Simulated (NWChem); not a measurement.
All runs are NWChem calculations. System: Cl2Si, charge 0, spin multiplicity 1, at a geometry optimised with PBE/def2-SVP. The structure started from a generated list of species. Level: MP2/6-31+G* (spherical d), 15 core orbitals frozen.

Input file:

```
start mol
memory heap 200 mb stack 900 mb global 1100 mb
geometry units angstroms nocenter noautoz
  Si     0.000000     0.000000    -0.941655
  Cl    -1.640110     0.000000     0.387740
  Cl     1.640110     0.000000     0.387740
  symmetry group C2v
end
basis spherical
  * library 6-31+g*
end
scf
  rhf
  nopen 0
  maxiter 100
  thresh 1e-7
  semidirect memsize 60000000 filesize 0
end
mp2
  freeze core 15
end
task mp2 energy
```

Output (cleaned and shortened):

```
             Northwest Computational Chemistry Package (NWChem) 7.3.0
             --------------------------------------------------------

                                NWChem Input Module
                                -------------------

 Scaling coordinates for geometry "geometry" by  1.889725989
 (inverse scale =  0.529177249)

 Turning off AUTOSYM since
 SYMMETRY directive was detected!

                             Geometry "geometry" -> ""
                             -------------------------

 Output coordinates in angstroms (scale by  1.889725989 to convert to a.u.)

  No.       Tag          Charge          X              Y              Z
 ---- ---------------- ---------- -------------- -------------- --------------
    1 Si                  14.0000     0.00000000     0.00000000    -0.94165500
    2 Cl                  17.0000    -1.64011000     0.00000000     0.38774000
    3 Cl                  17.0000     1.64011000     0.00000000     0.38774000

 Effective nuclear repulsion energy (a.u.)     165.9319146690

            Nuclear Dipole moment (a.u.)
            ----------------------------
        X                 Y               Z
 ---------------- ---------------- ----------------
     0.0000000000     0.0000000000    -0.0000188973

      Symmetry information
      --------------------

 Group name             C2v
 Group number             16
 Group order               4
 No. of unique centers     2

      Symmetry unique atoms

     1    2


 Summary of "ao basis" -> "" (spherical)
 ------------------------------------------------------------------------------
       Tag                 Description            Shells   Functions and Types
 ---------------- ------------------------------  ------  ---------------------
 *                          6-31+g*                   on all atoms

 Summary of "ao basis" -> "ao basis" (spherical)
 ------------------------------------------------------------------------------
       Tag                 Description            Shells   Functions and Types
 ---------------- ------------------------------  ------  ---------------------
 Si                         6-31+g*                 10       22   5s4p1d
 Cl                         6-31+g*                 10       22   5s4p1d

                                 NWChem SCF Module
                                 -----------------

  ao basis        = "ao basis"
  functions       =    66
  atoms           =     3
  closed shells   =    24
  open shells     =     0
  charge          =   0.00
  wavefunction    = RHF
  use symmetry    = T
  symmetry adapt  = T

 Summary of "ao basis" -> "ao basis" (spherical)
 ------------------------------------------------------------------------------
       Tag                 Description            Shells   Functions and Types
 ---------------- ------------------------------  ------  ---------------------
 Si                         6-31+g*                 10       22   5s4p1d
 Cl                         6-31+g*                 10       22   5s4p1d

      Symmetry analysis of basis
      --------------------------

        a1         27
        a2          7
        b1         21
        b2         11

 Forming initial guess at       0.1s

      Superposition of Atomic Density Guess
      -------------------------------------

 Sum of atomic energies:       -1207.72026640

      Non-variational initial energy
      ------------------------------

 Total energy =   -1208.049405
 1-e energy   =   -2001.456204
 2-e energy   =     627.474884
 HOMO         =      -0.275020
 LUMO         =      -0.048815

      Symmetry analysis of molecular orbitals - initial
      -------------------------------------------------

  Numbering of irreducible representations:

     1 a1          2 a2          3 b1          4 b2

  Orbital symmetries:

     1 b1          2 a1          3 a1          4 a1          5 b1
     6 a1          7 b1          8 a1          9 b2         10 b1
    11 a2         12 a1         13 b1         14 a1         15 b2
    16 a1         17 b1         18 a1         19 b1         20 a1
    21 b2         22 a2         23 b1         24 a1         25 b2
    26 b1         27 a1         28 a1         29 b2         30 a1
    31 b1         32 b1         33 a1         34 a2

 Starting SCF solution at       0.6s

 ----------------------------------------------
         Quadratically convergent ROHF

 Convergence threshold     :          1.000E-07
 Maximum no. of iterations :          100
 Final Fock-matrix accuracy:          1.000E-09
 ----------------------------------------------

              iter       energy          gnorm     gmax       time
             ----- ------------------- --------- --------- --------
                 1    -1207.8962211870  6.49D-01  2.16D-01      0.6
                 2    -1207.9371417584  1.36D-01  3.61D-02      0.6
                 3    -1207.9405560640  1.31D-02  4.73D-03      0.6
                 4    -1207.9405963871  5.56D-05  2.79D-05      0.7
                 5    -1207.9405963876  3.80D-09  1.07D-09      0.8

       Final RHF  results
       ------------------

         Total SCF energy =  -1207.940596387621
      One-electron energy =  -2001.867019220965
      Two-electron energy =    627.994508164301
 Nuclear repulsion energy =    165.931914669043

        Time for solution =      0.2s

       Symmetry analysis of molecular orbitals - final
       -----------------------------------------------

  Numbering of irreducible representations:

     1 a1          2 a2          3 b1          4 b2

  Orbital symmetries:

     1 b1          2 a1          3 a1          4 b1          5 a1
     6 b1          7 a1          8 a2          9 b2         10 b1
    11 a1         12 a1         13 b1         14 b2         15 a1
    16 a1         17 b1         18 a1         19 b1         20 a1
    21 b2         22 a2         23 b1         24 a1         25 b2
    26 a1         27 b1         28 a1         29 b2         30 a1
    31 b1         32 b1         33 a1         34 a2

             Final eigenvalues
             -----------------

              1
    1 -104.8282
    2 -104.8282
    3  -68.8888
    4  -10.5681
    5  -10.5681
    6   -8.0360
    7   -8.0360
    8   -8.0339
    9   -8.0339
   10   -8.0335
   11   -8.0335
   12   -6.2379
   13   -4.3385
   14   -4.3384
   15   -4.3368
   16   -1.1254
   17   -1.0959
   18   -0.6800
   19   -0.5523
   20   -0.5178
   21   -0.5054
   22   -0.4748
   23   -0.4621
   24   -0.3856
   25   -0.0082
   26    0.0595
   27    0.0602
   28    0.0643
   29    0.0895
   30    0.1320
   31    0.1368
   32    0.1464
   33    0.1488
   34    0.1575

                       ROHF Final Molecular Orbital Analysis
                       -------------------------------------

 Vector   22  Occ=2.000000D+00  E=-4.748203D-01  Symmetry=a2
              MO Center= -4.4D-14,  6.2D-16,  3.6D-01, r^2= 3.9D+00
   Bfn.  Coefficient  Atom+Function         Bfn.  Coefficient  Atom+Function
  ----- ------------  ---------------      ----- ------------  ---------------
    30      0.504147  2 Cl py                52     -0.504147  3 Cl py
    34      0.296110  2 Cl py                56     -0.296110  3 Cl py
    26     -0.195714  2 Cl py                48      0.195714  3 Cl py

 Vector   23  Occ=2.000000D+00  E=-4.620599D-01  Symmetry=b1
              MO Center= -3.8D-16, -2.6D-16,  3.3D-01, r^2= 4.0D+00
   Bfn.  Coefficient  Atom+Function         Bfn.  Coefficient  Atom+Function
  ----- ------------  ---------------      ----- ------------  ---------------
    29      0.430738  2 Cl px                51      0.430738  3 Cl px
    31      0.299854  2 Cl pz                53     -0.299854  3 Cl pz
    33      0.241907  2 Cl px                55      0.241907  3 Cl px
    35      0.171709  2 Cl pz                57     -0.171709  3 Cl pz
    25     -0.165823  2 Cl px                47     -0.165823  3 Cl px

 Vector   24  Occ=2.000000D+00  E=-3.855591D-01  Symmetry=a1
              MO Center= -7.3D-16,  3.8D-16, -8.4D-01, r^2= 3.4D+00
   Bfn.  Coefficient  Atom+Function         Bfn.  Coefficient  Atom+Function
  ----- ------------  ---------------      ----- ------------  ---------------
    10      0.480494  1 Si s                  6      0.403105  1 Si s
     9     -0.369460  1 Si pz                31      0.322577  2 Cl pz
    53      0.322577  3 Cl pz                35      0.210669  2 Cl pz
    57      0.210669  3 Cl pz                 2     -0.179205  1 Si s

 Vector   25  Occ=0.000000D+00  E=-8.161687D-03  Symmetry=b2
              MO Center= -4.4D-14, -4.9D-15, -1.0D+00, r^2= 4.3D+00
   Bfn.  Coefficient  Atom+Function         Bfn.  Coefficient  Atom+Function
  ----- ------------  ---------------      ----- ------------  ---------------
    12      0.496179  1 Si py                 8      0.492979  1 Si py
    16      0.460305  1 Si py                38     -0.190333  2 Cl py
    60     -0.190333  3 Cl py                30     -0.186215  2 Cl py
    52     -0.186215  3 Cl py                 4     -0.183650  1 Si py
    34     -0.164568  2 Cl py                56     -0.164568  3 Cl py

 Vector   26  Occ=0.000000D+00  E= 5.951394D-02  Symmetry=a1
              MO Center= -1.7D-15,  4.0D-15,  5.9D-02, r^2= 1.4D+01
   Bfn.  Coefficient  Atom+Function         Bfn.  Coefficient  Atom+Function
  ----- ------------  ---------------      ----- ------------  ---------------
    14      5.066783  1 Si s                 36     -2.392404  2 Cl s
    58     -2.392404  3 Cl s                 17      1.558828  1 Si pz
    37     -0.729596  2 Cl px                59      0.729596  3 Cl px
    13      0.535012  1 Si pz                39      0.400592  2 Cl pz
    61      0.400592  3 Cl pz                10     -0.307969  1 Si s

 Vector   27  Occ=0.000000D+00  E= 6.015503D-02  Symmetry=b1
              MO Center=  2.4D-15, -1.9D-16, -1.6D+00, r^2= 1.3D+01
   Bfn.  Coefficient  Atom+Function         Bfn.  Coefficient  Atom+Function
  ----- ------------  ---------------      ----- ------------  ---------------
    15      2.079240  1 Si px                36      1.618104  2 Cl s
    58     -1.618104  3 Cl s                 39     -0.552016  2 Cl pz
    61      0.552016  3 Cl pz                37      0.341472  2 Cl px
    59      0.341472  3 Cl px                11      0.299796  1 Si px
     7      0.204410  1 Si px

 center of mass
 --------------
 x =   0.00000000 y =   0.00000000 z =   0.01491923

 moments of inertia (a.u.)
 ------------------
         126.115820136530           0.000000000000           0.000000000000
           0.000000000000         797.938978857858           0.000000000000
           0.000000000000           0.000000000000         671.823158721328

  Mulliken analysis of the total density
  --------------------------------------

    Atom       Charge   Shell Charges
 -----------   ------   -------------------------------------------------------
    1 Si  14    13.44   2.00  2.00  5.97  1.25  1.16  0.64  0.15  0.10  0.02  0.15
    2 Cl  17    17.28   2.00  2.00  5.98  1.35  3.59  0.63  1.78 -0.06 -0.01  0.02
    3 Cl  17    17.28   2.00  2.00  5.98  1.35  3.59  0.63  1.78 -0.06 -0.01  0.02

       Multipole analysis of the density wrt the origin
       ------------------------------------------------

     L   x y z        total         open         nuclear
     -   - - -        -----         ----         -------
     0   0 0 0     -0.000000      0.000000     48.000000

     1   1 0 0      0.000000      0.000000      0.000000
     1   0 1 0      0.000000      0.000000      0.000000
     1   0 0 1     -0.713043      0.000000     -0.000019

     2   2 0 0    -32.624218      0.000000    326.604784
     2   1 1 0      0.000000      0.000000      0.000000
     2   1 0 1     -0.000000      0.000000      0.000000
     2   0 2 0    -27.004930      0.000000      0.000000
     2   0 1 1      0.000000      0.000000      0.000000
     2   0 0 2    -29.582380      0.000000     62.585175

                   NWChem MP2 Semi-direct Energy/Gradient Module
                   ---------------------------------------------

  Basis functions       =     66
  Molecular orbitals    =     66
  Frozen core           =     15
  Frozen virtuals       =      0
  Active alpha occupied =      9
  Active beta occupied  =      9
  Active alpha virtual  =     42
  Active beta virtual   =     42
  Use MO symmetry       = T
  Use skeleton AO sym   = T

  AO/Fock/Back tols     =   1.0D-09  1.0D-09  1.0D-09

 GA uses MA = F    GA memory limited = T

 Available:
  local mem=  1.26D+08
 global mem=  1.44D+08
 local disk=  0.00D+00
  mp2_memr nvloc                    42
  nvloc new                    42
   1 passes of   9:        3145728                      18525                   2791267.
   1 passes of   9: M    126153436           G      144170488           F     123007708.

 Semi-direct pass number   1 of   1  for RHF alpha+beta  at        0.8s
  vrange nnbf                  2166
  mp2_eaftype                    10  avail_ma_in_mb                  1099
 EAF : mp2_eaftype filesize          10    1395634.
  mp2_eaf for mointskh                     10
Node 0 wrote      6.5 Mb in      0.0 s     Agg I/O rate:  1150.6 Mb/s
 Done moints_semi at        4.0s
  mp2_eaftype                    10  avail_ma_in_mb                  1089
 EAF : mp2_eaftype filesize          10    1395634.
  mp2_eaf for kh                    10
 Done maket at        4.0s
 Done multipass loop at        4.0s

          -------------------------------------------
          SCF energy               -1207.940596387621
          Correlation energy          -0.326201959135
          Singlet pairs               -0.200155204995
          Triplet pairs               -0.126046754140
          Total MP2 energy         -1208.266798346756
          -------------------------------------------

          ---------------------------------------------------
                    Spin Component Scaled (SCS) MP2
          Same spin pairs                     -0.084031169427
          Same spin scaling factor             0.333333333333
          Opposite spin pairs                 -0.242170789708
          Opposite spin scaling fact.          1.200000000000
          SCS-MP2 correlation energy          -0.318615337459
          Total SCS-MP2 energy             -1208.259211725080
          ---------------------------------------------------

 -----------------------
 Performance information
 -----------------------

 Timer overhead =  2.31D-07 seconds/call

               Nr. of calls         CPU time (s)                 Wall time (s)                GFlops
             ---------------    -------------------     ------------------------------   -------------------
Name         Min   Avg   Max    Min     Avg     Max     Min     Avg     Max   Mx/calls   Min     Max     Sum
mp2: moin     1     1     1    3.1     3.1     3.1      3.1     3.1     3.1     3.1      0.0     0.0     0.0
mp2: make     1     1     1   6.23E-2 6.23E-2 6.23E-2  6.23E-2 6.23E-2 6.23E-2 6.23E-2   0.0     0.0     0.0
mp2: tota     1     1     1    3.2     3.2     3.2      3.2     3.2     3.2     3.2      0.0     0.0     0.0

 The average no. of pstat calls per process was 3.00D+00
 with a timing overhead of 6.93D-07s

 Task  times  cpu:        4.0s     wall:        4.0s

 Total times  cpu:        4.0s     wall:        4.0s
```
